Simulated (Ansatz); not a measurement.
HKO, triplet, at the geometry of the source list (a higher spin typed on purpose: for a closed-shell molecule this is an excited state); PBE/3-21G (Ansatz, a first-principles code).

Input for Ansatz:
Ansatz 0.2 input:
```yaml
crystal:
  periodic: [false, false, false]
  atoms:
    - {symbol: K, position_ang: [-1.19540000, -0.72060000, -0.97020000]}
    - {symbol: O, position_ang: [0.41450000, -0.04720000, 0.31440000]}
    - {symbol: H, position_ang: [0.78090000, 0.76790000, 0.65580000]}
basis:
  gaussian:
    orbitals: 3-21G.json
    point_charges:
      - {charge: 0.5, position_ang: [0.0672, 4.2719, -1.9584]}
hamiltonian:
  xc: pbe
magnetization: {spin_polarized: true, initial_magnetization: 2}
```
The basis file holds 3-21G in the JSON format of the Basis Set Exchange.

Write the output that Ansatz gives for this input, abridged.


```
Functional definition: PBE
325 factors; integrals over basis functions are off by at most 4.7e-4 eV
mean field evaluation 1: about -18281.7761 eV, gradient 1.8e1 eV
mean field evaluation 2: about -18280.7804 eV, gradient 2.4e1 eV
mean field evaluation 4: about -18282.8587 eV, gradient 8.3e-2 eV
mean field evaluation 8: about -18282.8529 eV, gradient 5.2e-3 eV
mean field evaluation 16: about -18282.8529 eV, gradient 2.5e-3 eV
mean field evaluation 32: about -18281.7126 eV, gradient 7.8e-1 eV
mean field -18282.85293116 eV, -671.8824526573 hartree, gradient 3.4e-6 eV, S^2 2.000741; 3 other end points of the search recorded, 0 dependent functions left out
reference -18282.85298037 eV, -671.8824544656 hartree; 15, 13 occupied and 13, 15 virtual orbitals, 325 factors
Total energy: -18282.85298037 eV, -671.8824544656 hartree
```
